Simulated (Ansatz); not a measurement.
## Relative stability

The two ends of one reaction step of SiH₂SF₂, closed shell (PBE0-D4/def2-TZVP).

A:

Si1  (-0.108, 0.443, 0.155)
H2  (-0.403, 1.166, -1.092)
S3  (1.103, -1.262, -0.086)
H4  (0.235, -1.822, -0.948)
F5  (-1.499, 0.080, 0.821)
F6  (0.673, 1.395, 1.150)
(Å)

B:

Si1  (0.095, -0.146, 0.735)
H2  (-0.354, 0.617, -1.540)
S3  (0.949, -1.863, 0.763)
H4  (-0.020, -0.059, -1.584)
F5  (-1.440, 0.176, 0.847)
F6  (0.770, 1.274, 0.779)
(Å)

Program: Ansatz 0.2.0. Basis: def2-TZVPP. Cores are frozen in the correlated methods. B3LYP uses VWN-RPA correlation.

Which structure is lower at CCSD(T), and by how much? (To be estimated.)

The calculation gives: A, by 34.90 kcal/mol (electronic energy, against the other). By their contacts, A is SiH₂SF₂ ([F][SiH]([F])[SH]) and B is a complex of SiSF₂ ([F][Si]([F])[S]) + H₂.

All methods give the same order:

```json
{"method": "SPW92", "E(B) − E(A) (kcal/mol)": "34.19"}
{"method": "PBE-D4", "E(B) − E(A) (kcal/mol)": "31.50"}
{"method": "BLYP-D4", "E(B) − E(A) (kcal/mol)": "30.37"}
{"method": "r2SCAN-D4", "E(B) − E(A) (kcal/mol)": "33.06"}
{"method": "B97M-V", "E(B) − E(A) (kcal/mol)": "32.62"}
{"method": "PBE0-D4", "E(B) − E(A) (kcal/mol)": "34.94"}
{"method": "B3LYP-D4", "E(B) − E(A) (kcal/mol)": "33.49"}
{"method": "r2SCAN0-D4", "E(B) − E(A) (kcal/mol)": "35.38"}
{"method": "BHLYP-D4", "E(B) − E(A) (kcal/mol)": "37.27"}
{"method": "CAM-B3LYP-D4", "E(B) − E(A) (kcal/mol)": "36.15"}
{"method": "wB97X-V", "E(B) − E(A) (kcal/mol)": "36.60"}
{"method": "wB97M-V", "E(B) − E(A) (kcal/mol)": "34.20"}
{"method": "B2PLYP", "E(B) − E(A) (kcal/mol)": "33.83"}
{"method": "PBE-QIDH", "E(B) − E(A) (kcal/mol)": "36.22"}
{"method": "RPA on PBE", "E(B) − E(A) (kcal/mol)": "34.70"}
{"method": "HF", "E(B) − E(A) (kcal/mol)": "40.21"}
{"method": "MP2", "E(B) − E(A) (kcal/mol)": "33.39"}
{"method": "CCSD", "E(B) − E(A) (kcal/mol)": "36.46"}
{"method": "CCSD(T)", "E(B) − E(A) (kcal/mol)": "34.90"}
```

T1 diagnostic: at most 0.014.

Labels in which every atom is bracketed show which atoms are joined, not bond orders.

For scale, one of the runs: CCSD(T)/def2-TZVPP, 174 basis functions, launched by `ansatz run in.yaml --threads 2 --pin off --events-out ev --progress --plain --max-ram 4352MiB`. Time: 51 s of wall clock on 2 CPU threads of an Arm Neoverse V1; the host was shared. Peak host memory: 1.5 GiB.
